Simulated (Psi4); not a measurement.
C$_{4}$H$_{9}$O (SMILES CCC[CH]O), doublet, at a GFN2-xTB geometry. Base run: CCSD(T)/STO-3G in Psi4.

The Psi4 input:
```
memory 2 GB

molecule mol {
0 2
  C     2.392879   -0.228253   -0.041825
  C     0.944725   -0.381087   -0.485181
  C     0.021799    0.621782    0.242437
  C    -1.393101    0.508017   -0.170865
  O    -2.159037   -0.412590    0.509260
  H     3.028258   -0.941996   -0.561870
  H     2.754769    0.774851   -0.257881
  H     2.484608   -0.402461    1.027925
  H     0.597185   -1.393348   -0.272421
  H     0.869673   -0.217469   -1.562470
  H     0.084925    0.437105    1.315923
  H     0.380654    1.633396    0.035352
  H    -1.695348    0.766333   -1.174244
  H    -3.030239   -0.478441    0.108215
}

set basis sto-3g
set reference uhf

energy('ccsd(t)')
print_variables()
```

The base run was repeated with changes; each row names its change, and settings that it needs were set with it.

| change | ΔE vs base (kcal/mol) | MP2 correlation (Eh) | basis functions | outcome |
|---|---|---|---|---|
| base | 0.000 | -0.22718 | 34 | converged |
| freeze_core = on | 1.11 | -0.22523 | 34 | converged |
| method = ccsd | 1.63 | -0.22718 | 34 | converged |
| method = mp3 | 16.65 | -0.22712 | 34 | converged |
| scf_type = pk; mp2_type = conv | 0.000 | -0.22718 | 34 | converged |
| method = mp2 | 48.69 | -0.22712 | 34 | converged |
| method = mp2.5 | 32.67 | -0.22712 | 34 | converged |
| cc_type = df | - | - | - | input refused |
| method = lccd | 0.356 | -0.22718 | 34 | converged |
| method = omp2 | 47.10 | -0.22712 | 34 | converged |

Open shells are given as the SCF converged; they aren't shown to be the lowest states, and a large step between rows can be another state.

- cc_type = df: ended with `psi4.driver.p4util.exceptions.MissingMethodError: Method=ccsd(t) is not available for any derivative level under conditions CC_TYPE=DF, REFERENCE=UHF, FREEZE_CORE=FALSE, QC_MODULE=(auto). See https://psicode.org/psi4manual/master/introduction.html#ss-ccsd-prt-`
